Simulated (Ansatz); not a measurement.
The cation of C8H16 (`C[C@H]1CC[C@@H](C)CC1`) at the neutral geometry.

```yaml
crystal:
  periodic: [false, false, false]
  atoms:
    - {symbol: C, position_ang: [1.008895, -2.520696, -0.238235]}
    - {symbol: C, position_ang: [0.761054, -1.127879, 0.312588]}
    - {symbol: C, position_ang: [1.182591, -0.048364, -0.678196]}
    - {symbol: C, position_ang: [0.922329, 1.352343, -0.140664]}
    - {symbol: C, position_ang: [-0.534513, 1.565845, 0.272818]}
    - {symbol: C, position_ang: [-1.466680, 1.661217, -0.928473]}
    - {symbol: C, position_ang: [-0.959189, 0.467925, 1.249118]}
    - {symbol: C, position_ang: [-0.697694, -0.932197, 0.710661]}
    - {symbol: H, position_ang: [0.418343, -2.688351, -1.144689]}
    - {symbol: H, position_ang: [2.061233, -2.666178, -0.496867]}
    - {symbol: H, position_ang: [0.730697, -3.291481, 0.485621]}
    - {symbol: H, position_ang: [1.371157, -1.001089, 1.219251]}
    - {symbol: H, position_ang: [0.638393, -0.199939, -1.618865]}
    - {symbol: H, position_ang: [2.244260, -0.162259, -0.921426]}
    - {symbol: H, position_ang: [1.212866, 2.103171, -0.882884]}
    - {symbol: H, position_ang: [1.563375, 1.516456, 0.734125]}
    - {symbol: H, position_ang: [-0.592651, 2.523580, 0.803584]}
    - {symbol: H, position_ang: [-2.494701, 1.852277, -0.609155]}
    - {symbol: H, position_ang: [-1.474204, 0.744467, -1.522045]}
    - {symbol: H, position_ang: [-1.165475, 2.477084, -1.590992]}
    - {symbol: H, position_ang: [-0.399675, 0.593697, 2.184134]}
    - {symbol: H, position_ang: [-2.017836, 0.584568, 1.503491]}
    - {symbol: H, position_ang: [-0.980792, -1.678200, 1.460733]}
    - {symbol: H, position_ang: [-1.331753, -1.126009, -0.163634]}
basis:
  gaussian: {orbitals: def2-TZVPP}
total_charge: 1
magnetization: {spin_polarized: true, initial_magnetization: 1}
correlation: {method: ccsd_t}
scf: {omitted_lower_state_checks: [cluster_reference]}
```

```sh
$ ansatz run in.yaml --threads 4 --pin off --events-out ev --progress --plain --max-ram 66560MiB --backend cuda --devices 0, --max-vram 37GiB
```

It prints (some lines left out):

```
Functional definition: HF
2734 factors; integrals over basis functions are off by at most 9.1e-4 eV
mean field evaluation 1: about -8481.0765 eV, gradient 4.1e1 eV
mean field evaluation 2: about -8481.0813 eV, gradient 4.1e1 eV
mean field evaluation 4: about -8490.0882 eV, gradient 4.7e0 eV
mean field evaluation 8: about -8490.2522 eV, gradient 1.9e-1 eV
mean field evaluation 16: about -8490.2537 eV, gradient 5.3e-2 eV
mean field evaluation 32: about -8490.3441 eV, gradient 1.3e-3 eV
mean field evaluation 160: about -8490.2534 eV, gradient 3.2e-2 eV
mean field -8490.34409948 eV, -312.0143906939 hartree, gradient 3.0e-6 eV, S^2 0.763793; 14 other end points of the search recorded, 0 dependent functions left out
8 core orbitals not correlated: weight in the atoms' cores, before any rotation towards them, 1.000 or more for the frozen orbitals, at most 0.000 for the correlated occupied ones
reference -8490.34409948 eV, -312.0143906939 hartree; 24, 23 occupied and 440, 441 virtual orbitals, 2734 factors
second order -37.39488531 eV of doubles, -0.00000000 eV of singles
cycle   1  -38.42021802 eV  change    -1.0e0 eV  update   1.6e-1
cycle   2  -39.36187496 eV  change   -9.4e-1 eV  update   4.6e-2
cycle   3  -39.57275135 eV  change   -2.1e-1 eV  update   5.9e-2
cycle   4  -39.64747289 eV  change   -7.5e-2 eV  update   4.3e-2
cycle   5  -39.65895784 eV  change   -1.1e-2 eV  update   3.7e-2
cycle   6  -39.71009501 eV  change   -5.1e-2 eV  update   2.7e-2
cycle   7  -39.71928753 eV  change   -9.2e-3 eV  update   1.6e-2
cycle   8  -39.73727017 eV  change   -1.8e-2 eV  update   1.1e-2
cycle   9  -39.74878824 eV  change   -1.2e-2 eV  update   6.8e-3
cycle  10  -39.74712277 eV  change    1.7e-3 eV  update   4.4e-3
cycle  11  -39.74878430 eV  change   -1.7e-3 eV  update   3.8e-3
cycle  12  -39.75227189 eV  change   -3.5e-3 eV  update   3.4e-3
cycle  13  -39.75099180 eV  change    1.3e-3 eV  update   3.1e-3
cycle  14  -39.75332745 eV  change   -2.3e-3 eV  update   2.8e-3
cycle  15  -39.75344748 eV  change   -1.2e-4 eV  update   2.6e-3
cycle  16  -39.75287402 eV  change    5.7e-4 eV  update   2.4e-3
cycle  17  -39.75310989 eV  change   -2.4e-4 eV  update   2.1e-3
cycle  18  -39.75441665 eV  change   -1.3e-3 eV  update   2.0e-3
cycle  19  -39.75572667 eV  change   -1.3e-3 eV  update   1.9e-3
cycle  20  -39.75619624 eV  change   -4.7e-4 eV  update   1.8e-3
cycle  21  -39.75606759 eV  change    1.3e-4 eV  update   1.7e-3
cycle  22  -39.75586578 eV  change    2.0e-4 eV  update   1.6e-3
cycle  23  -39.75625811 eV  change   -3.9e-4 eV  update   1.5e-3
cycle  24  -39.75747419 eV  change   -1.2e-3 eV  update   1.5e-3
cycle  25  -39.75844081 eV  change   -9.7e-4 eV  update   9.8e-4
cycle  26  -39.75871763 eV  change   -2.8e-4 eV  update   5.7e-4
cycle  27  -39.75873980 eV  change   -2.2e-5 eV  update   3.6e-4
cycle  28  -39.75931186 eV  change   -5.7e-4 eV  update   3.2e-4
cycle  29  -39.75982450 eV  change   -5.1e-4 eV  update   2.2e-4
cycle  30  -39.76020294 eV  change   -3.8e-4 eV  update   1.3e-4
cycle  31  -39.76025160 eV  change   -4.9e-5 eV  update   7.7e-5
cycle  32  -39.76016821 eV  change    8.3e-5 eV  update   5.6e-5
cycle  33  -39.76016614 eV  change    2.1e-6 eV  update   3.0e-5
perturbative correction -1.79646024 eV, -0.0660186961 hartree
Total energy: -8531.90072586 eV, -313.5415685454 hartree
Checks for a lower state left out: cluster_reference
```

Hardware: 4 threads of an AMD EPYC 7R13 on a shared host and a share of an NVIDIA H100 80 GB. Wall time 6.8 min, peak host memory 2.6 GiB.
